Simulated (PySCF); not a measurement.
**Electron correlation in Kr²⁺ (krypton, charge +2)**

[Ar] 3d10 4s2 4p4, high-spin 3P determinant. All numbers are calculated (PySCF 2.14, scalar relativity by spin-free X2C-1e, in aug-cc-pVDZ-DK (6s5p3d, 36 functions)). Frozen: [Ar] 3d10; 6 electrons correlated.

MP2 pair energies summed by pair of shells (mhartree):

| pair | energy | share (%) |
| --- | --- | --- |
| 4p-4p | -37.15 | 49.4 |
| 4s-4p | -32.59 | 43.3 |
| 4s-4s | -5.53 | 7.3 |

Total MP2 correlation energy: -75.26 mhartree.

Same-spin part -18.39 and opposite-spin part -56.88 mhartree; SCS-MP2 scales them by 1/3 and 6/5 to -74.38 mhartree.

```json
{"level": "CCSD", "correlation energy (mhartree)": "-90.64"}
{"level": "(T)", "correlation energy (mhartree)": "-0.94"}
{"level": "CCSD(T)", "correlation energy (mhartree)": "-91.58"}
```

Diagnostics: T1 = 0.0057, D1 = 0.0183, largest double amplitude 0.041.

Cost of the coupled-cluster step: 0.34 s of wall time on 1 thread of Neoverse-V1 (shared host), for 6 correlated electrons.

Iterations:

```
CC2 = 0
CCSD nocc = (np.int64(4), np.int64(2)), nmo = (22, 22)
frozen orbitals [[0, 1, 2, 3, 4, 5, 6, 7, 8, 9, 10, 11, 12, 13], [0, 1, 2, 3, 4, 5, 6, 7, 8, 9, 10, 11, 12, 13]]
max_cycle = 100
direct = 0
conv_tol = 1e-08
conv_tol_normt = 1e-06
diis_space = 8
diis_start_cycle = 0
Init t2, MP2 energy = -0.0752643001406525
Init E_corr(UCCSD) = -0.0752643001415528
cycle = 1  E_corr(UCCSD) = -0.087295118602872  dE = -0.0120308185  norm(t1,t2) = 0.0318745
cycle = 2  E_corr(UCCSD) = -0.0896949651018879  dE = -0.0023998465  norm(t1,t2) = 0.00953334
cycle = 3  E_corr(UCCSD) = -0.0906572586015875  dE = -0.0009622935  norm(t1,t2) = 0.00344473
cycle = 4  E_corr(UCCSD) = -0.0906365296274537  dE = 2.07289741e-05  norm(t1,t2) = 0.0003508
cycle = 5  E_corr(UCCSD) = -0.0906394048047546  dE = -2.8751773e-06  norm(t1,t2) = 6.5821e-05
cycle = 6  E_corr(UCCSD) = -0.0906391146643111  dE = 2.90140443e-07  norm(t1,t2) = 1.21493e-05
cycle = 7  E_corr(UCCSD) = -0.0906391822220995  dE = -6.75577884e-08  norm(t1,t2) = 2.18149e-06
cycle = 8  E_corr(UCCSD) = -0.0906391697319418  dE = 1.24901577e-08  norm(t1,t2) = 4.1474e-07
cycle = 9  E_corr(UCCSD) = -0.0906391670042431  dE = 2.72769866e-09  norm(t1,t2) = 7.19823e-08
UCCSD converged
E(UCCSD) = -2786.805536030446  E_corr = -0.09063916700424314
UCCSD(T) correction = -0.000944643066405361
```
